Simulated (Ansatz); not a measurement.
Ansatz results at the PBE0-D4/def2-TZVP geometry: HOMO energy (ωB97M-V/def2-TZVPP) -10.23 eV; LUMO energy (PBE/def2-TZVPP) -1.61 eV; LUMO energy (B3LYP/def2-TZVPP) -1.08 eV.

Each molecule was computed in one conformer, which needn't be the lowest.

(1) Which molecule gave them?
A. `[OH][Al]([F])[SH]`
B. `[AlH2][Br]`
C. `[CH3][Al]([I])[I]`
D. `C#[C][AlH2]`

Answers

(1) A. The others give `[CH3][Al]([I])[I]`: -9.69, -2.18, -1.61; `[AlH2][Br]`: -10.46, -2.50, -1.95; `C#[C][AlH2]`: -10.27, -2.65, -2.08.

B3LYP here is the variant with VWN-RPA as its local correlation; programs differ in this.
